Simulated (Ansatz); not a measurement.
The first iterations of a band of BClFH₄N (8 atoms, charge 0, multiplicity 1).

The calculation used RKS B3LYP/def2-SVP in Ansatz 0.2.0.

```json
{
 "movable images": "5",
 "climbing image": "yes",
 "spring": "5.0 eV/Å²",
 "optimiser": "quadratic models (default)",
 "start path": "through a guess of the saddle point",
 "force threshold": "0.05 eV/Å",
 "iteration limit": "6",
 "end points": "relaxed"
}
```

Initial state:

```xyz
8
Properties=species:S:1:pos:R:3
B -0.013 -0.146 0.185
F -0.242 0.686 1.256
H 1.112 -0.115 -0.272
Cl -1.338 -0.030 -1.128
N -0.229 -1.682 0.823
H -1.000 -2.147 0.336
H 0.612 -2.259 0.749
H -0.475 -1.586 1.813
```

Final state:

```xyz
8
Properties=species:S:1:pos:R:3
B 0.047 -0.626 -0.388
F -0.453 0.250 2.386
H 1.128 -0.116 -0.453
Cl -1.302 0.030 -1.322
N -0.162 -1.749 0.435
H -1.026 -2.285 0.405
H 0.623 -2.253 0.836
H -0.426 -0.529 1.864
```

| iteration | highest image above the first end (eV) | largest band force component (eV/Å) |
| --- | --- | --- |
| 1 | 5.847 | 10.082 |
| 2 | 3.451 | 2.893 |

Question: Does the band converge within its limit, and where does its top end?

Answer: It did not converge within its limit. It ended after 6 iterations with the highest image 1.476 eV above the first end. The band didn't meet its force threshold, so its energies are provisional: the largest band force was still 0.55 eV/Å, and over the last iterations the top moved between 1.48 and 1.82 eV. The orbitals stay closed-shell, which can raise the energy where a bond breaks towards radicals; this wasn't checked here.

Time of the run: 30 s on 1 thread of AMD EPYC 9R45 96-Core Processor (Zen 5) (shared host), peak memory 0.17 GiB.
